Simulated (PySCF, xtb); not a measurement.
H₄SeSi, SMILES [SeH][SiH3].

GFN2-xTB in xtb at its own geometry gives an orbital gap of 4.36 eV and a dipole moment of 2.94 D.

Coordinates come from a PBE0-D3(BJ)/def2-TZVP optimisation.

Task: What does PySCF with HF/def2-TZVPD give? (The exact figures need the calculation; the answer reports its results.)

Result: gap 11.10 eV (levels -9.68 and 1.42 eV), dipole 1.08 D.
